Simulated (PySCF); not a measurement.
C₄H₇FO, SMILES C1[C@](C)(OC1)F.

Geometry: r2SCAN-D4/def2-SVP. The structure was generated by enumeration; whether it is a known compound was not checked.

Method: PBE/def2-TZVP run with PySCF.

The molecule is in vacuum.

Task: Estimate the frontier levels, gap, dipole moment and polarisability. (The exact figures need the calculation; the answer reports its results.)

Result: 
highest occupied level: -6.44 eV
lowest empty level: 0.42 eV
orbital gap: 6.86 eV
dipole moment: 2.41 D
quadrupole, principal values (traceless, Buckingham form, about the centre of nuclear charge): -3.19, -1.85, 5.05 D·Å
mean static polarisability: 52.3 bohr³ (7.74 Å³)
polarisability, principal values: 48.1, 48.9, 59.8 bohr³
